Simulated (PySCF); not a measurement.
Cl2GeH4Si, SMILES Cl[SiH]([GeH3])Cl. The structure is a stationary point at ωB97X-D3(BJ)/def2-SVP. The structure was generated by enumeration, and PubChem lists no compound with its InChIKey, so it may never have been made.

Give the equilibrium geometry at ωB97X-D3(BJ)/def2-SVP (PySCF confirms it by a frequency run) as Cartesian coordinates in Å, and its point group. (An estimate is asked for; the answer gives what the named calculation found.)

point group Cs.
```xyz
8

Si     0.5949     0.5816     0.0000
Cl     1.4896    -0.2141     1.6802
Cl     1.4896    -0.2141    -1.6802
Ge    -1.6676    -0.0701     0.0000
H      0.8463     2.0427     0.0000
H     -2.3704     0.4690    -1.2538
H     -2.3704     0.4690     1.2538
H     -1.7178    -1.6026     0.0000
```
Charge 0, spin multiplicity 1.
